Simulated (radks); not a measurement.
Task: The ruthenium ion Ru1.5+, 42.5 electrons, occupied as [Kr] 5s(up 0.5, down 0.5) 4d(up 3.25, down 2.25) (fractional occupations, a model configuration). All-electron calculation, scalar-relativistic Kohn-Sham, r2SCAN, spin-polarised, spherical densities, finite nucleus; meta-GGA in the generalised Kohn-Sham scheme; Fermi nuclear charge, rms radius 4.4809 fm. Program: a radial shooting solver on a logarithmic mesh with Libxc functionals. Some entries of the table are withheld. Estimate them.

orbital,occ.,eigenvalue (eV),r(max) (bohr),<r^2> (bohr^2)
1s down,1,-22001.35,0.02172,0.001510
1s up,1,-22001.34,0.02172,0.001510
2s up,1,-3192.135,0.1228,0.02499
2s down,1,-3191.913,0.1228,0.02499
2p up,3,-2858.123,0.09827,0.01970
2p down,3,-2857.962,0.09826,0.01969
3s up,1,-582.7732,0.3610,0.1847
3s down,1,-582.7150,0.3610,0.1847
3p up,3,-472.0277,0.3545,0.1882
3p down,3,-471.9465,0.3546,0.1882
3d up,5,-294.3778,0.3018,0.1766
3d down,5,-294.2082,0.3019,0.1766
4s up,1,-96.7567,0.9155,1.173
4s down,1,-95.8378,0.9139,1.169
4p up,3,-65.7994,0.9813,1.433
4p down,3,-64.8096,0.9797,1.430
4d up,3.25,-21.8542,1.183,(1)
4d down,2.25,-20.8765,1.182,(2)
5s up,0.5,(3),2.450,8.703
5s down,0.5,(4),2.481,8.963

Result: 
(1) 4d up <r^2> (bohr^2): 2.711
(2) 4d down <r^2> (bohr^2): 2.768
(3) 5s up eigenvalue (eV): -16.0444
(4) 5s down eigenvalue (eV): -15.6984
